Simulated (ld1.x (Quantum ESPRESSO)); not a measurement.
Reading a pseudo-wave (iodine (I))

Columns: radius, all-electron u(r) and pseudo u(r) of the 5p shell (level -7.61 eV) of iodine in the configuration [Kr] 4d10 5s1 5p6; PBE, non-relativistic, TM scheme, ld1.x (Quantum ESPRESSO) 7.5.

```csv
r (bohr),all-electron,pseudo
0.108,0.0516,-0.0028
0.215,-0.2141,-0.0112
0.322,-0.1055,-0.0253
0.430,0.1363,-0.0458
0.538,0.3008,-0.0728
0.645,0.3391,-0.1067
0.752,0.2777,-0.1480
0.860,0.1556,-0.1974
0.968,0.0082,-0.2542
1.075,-0.1397,-0.3170
1.182,-0.2761,-0.3843
1.290,-0.3954,-0.4537
1.398,-0.4939,-0.5211
1.505,-0.5713,-0.5819
1.612,-0.6302,-0.6332
1.720,-0.6727,-0.6732
1.828,-0.7003,-0.7002
1.935,-0.7151,-0.7150
2.042,-0.7195,-0.7195
2.150,-0.7152,-0.7152
2.258,-0.7039,-0.7039
2.365,-0.6873,-0.6873
2.472,-0.6666,-0.6666
2.580,-0.6426,-0.6426
2.688,-0.6163,-0.6163
2.795,-0.5889,-0.5889
```

(1) How many radial nodes do the two functions have?

(2) At about which radius was the pseudo-wave matched?

(3) Where does each function peak?

(4) Is the pseudo-wave norm-conserving?

Results:

(1) The all-electron 5p function has n − l − 1 = 3; the pseudo-wave has 0, since the states of the same l below it are removed with the core.

(2) 2.15 bohr. The columns agree to 0.0005 from 1.83 bohr on; several derivatives are matched, so the curves merge somewhat inside the radius.

(3) Outermost all-electron maximum near 2.04 bohr, pseudo maximum near 2.04 bohr (to the table’s step).

(4) Yes: the TM scheme keeps the norm inside the radius equal to the all-electron one, which fixes the energy derivative of the logarithmic derivative at the level.
